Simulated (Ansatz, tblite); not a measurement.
Spin states of H2Au3⁺ (the lowest singlet isomer of a short search), each relaxed with PBE-D4/def2-TZVP in Ansatz. Electronic energies in the gas phase.

In the def2 sets Au takes a core potential; there is no spin–orbit coupling. The xTB rows come from tblite. B3LYP takes the VWN-RPA correlation. The structure comes from a short search, and lower isomers may exist.

Singlet geometry:

```
atom   x (Å)   y (Å)   z (Å)
 Au1   0.081  -0.064  -0.041
 Au2  -1.264  -2.346   0.051
 Au3   1.871   1.863  -0.362
  H4  -1.515  -0.796  -0.451
  H5   0.827   1.344   0.803
```

Triplet geometry (C2v within 0.1 Å):

| atom | x (Å) | y (Å) | z (Å) |
| --- | --- | --- | --- |
| Au1 | -0.2358 | 0.9716 | 1.1249 |
| Au2 | -0.1390 | 0.1674 | -1.8045 |
| Au3 | 0.5209 | -1.7413 | -0.0176 |
| H4 | -0.4204 | 1.3058 | -0.5920 |
| H5 | 0.2742 | -0.7036 | 1.2892 |

Quintet geometry (D∞h within 0.1 Å):

| atom | x (Å) | y (Å) | z (Å) |
| --- | --- | --- | --- |
| Au1 | 0.011 | -0.004 | 0.012 |
| Au2 | -2.583 | 0.584 | 2.368 |
| Au3 | 2.565 | -0.578 | -2.389 |
| H4 | -1.267 | 0.280 | 1.177 |
| H5 | 1.274 | -0.282 | -1.169 |

⟨S²⟩: triplet 2.01 at PBE0-D4/def2-TZVP (pure 2.00), quintet 6.01 at PBE0-D4/def2-TZVP (pure 6.00).

Only these spin states were relaxed. The triplet has other bonds than the singlet, so the gap mixes isomer and spin. The quintet has other bonds than the singlet, so the gap mixes isomer and spin.

| level | triplet − singlet (kJ/mol) | quintet − singlet (kJ/mol) | lowest of these |
| --- | --- | --- | --- |
| GFN1-xTB | 125.0 | 418.9 | singlet |
| LDA (SPW92)/def2-TZVP | 167.2 | 588.0 | singlet |
| PBE-D4/def2-TZVP | 162.8 | 519.7 | singlet |
| r2SCAN-D4/def2-TZVP | 171.0 | 527.7 | singlet |
| B3LYP-D4/def2-TZVP | 181.7 | 514.4 | singlet |
| PBE0-D4/def2-TZVP | 195.9 | 539.6 | singlet |
| BHLYP-D4/def2-TZVP | 218.5 | 534.4 | singlet |
| CAM-B3LYP-D4/def2-TZVP | 214.5 | 540.4 | singlet |

Change of the quintet − singlet gap on mixing in exact exchange, in kJ/mol: PBE to PBE0 (25 % exact exchange) 19.9.

The xTB methods have no spin-polarisation term.
